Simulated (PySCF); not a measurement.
GaF2, SMILES [F][Ga][F], multiplicity 2.

The structure is a stationary point at PBE-D3(BJ)/def2-TZVP. The multiplicity is an assumed one; other spin states were not compared. The isomer is the one that the SMILES or the coordinates give; other isomers of the formula were not compared.

The numbers are results of PBE-D3(BJ)/def2-TZVP (PySCF), not measurements.

Frequencies are harmonic and unscaled.

| mode | ν (cm⁻¹) | IR (km/mol) | moving atoms (share of kinetic energy) |
|---|---|---|---|
| 1 | 161 | 17.5 | F 78 %, Ga 22 % |
| 2 | 593 | 36.0 | F 87 %, Ga 13 % |
| 3 | 635 | 101.9 | F 71 %, Ga 29 % |
